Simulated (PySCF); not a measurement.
Species: C6H6OS.
Cartesian coordinates in Å at the PBE0-D3(BJ)/def2-TZVP level; atoms count from 1:
```xyz
14
C6H6OS angstrom
C     -2.328   -0.747   -0.357
C     -1.304    0.306   -0.686
O     -1.560    1.244   -1.407
C      0.039    0.167   -0.098
C      1.091    1.030   -0.285
C      2.253    0.636    0.404
C      2.072   -0.525    1.107
S      0.496   -1.132    0.932
H     -1.979   -1.733   -0.675
H     -2.495   -0.795    0.723
H     -3.262   -0.509   -0.861
H      0.996    1.911   -0.905
H      3.187    1.180    0.386
H      2.791   -1.049    1.719
```

Level: wB97X-D/pcSseg-2 in PySCF, non-relativistic, on one gas-phase PBE0-D3(BJ)/def2-TZVP geometry that isn't relaxed in the solvent. The solvent is an IEF-PCM continuum (Bondi radii, 1.10 Å for H, scaled by 1.2). Specific hydrogen bonds and non-electrostatic terms are outside this model.

Gas phase at wB97X-D/pcSseg-2: HOMO -9.02 eV, LUMO -0.11 eV, dipole 3.05 D.

Q: What does the continuum do to the energy, the frontier levels and the dipole at wB97X-D/pcSseg-2 in chloroform?

A: 
```json
{"solvent": "chloroform", "ε": "4.711", "E(solvent) − E(gas) (kcal/mol)": "-4.53", "polarisation term (kcal/mol)": "-5.18", "distortion of the solute (kcal/mol)": "0.65", "HOMO (eV)": "-8.97", "LUMO (eV)": "-0.09", "dipole (D)": "3.91"}
```

The polarisation term is half the interaction of the solute with the surface charges that it induces; the rest is the cost of distorting the solute's density. The sum is the electrostatic part of solvation alone.

Q: Which radius a makes the point-dipole formula ΔE = −[(ε − 1)/(2ε + 1)]·μ²/a³ give the value in chloroform, with the gas-phase dipole?

A: μ = 1.198 au and |ΔE| = 0.00722 Eh give a = 2.19 Å; the farthest nucleus lies 3.44 Å from the centroid of the nuclei, so such a sphere wouldn't even hold the nuclei. The formula assumes a rigid point dipole at the centre of a sphere.

Q: Give the dipole vector in the frame of the coordinates (D, pointing from negative to positive charge), gas and chloroform.

A: Gas (1.58, -1.86, 1.83), solvent (2.01, -2.40, 2.35). Its length changes by +28 % and its direction by less than 1°.

On an Intel Xeon Platinum 8488C with one thread, on a shared host, this took 2.2 min and 2.0 GiB of memory at its peak. This is the whole shielding run at wB97X-D/pcSseg-2 in chloroform, SCF included.

Note: wB97X-D ran without an empirical dispersion term, which enters the total energy and its gradient alone.
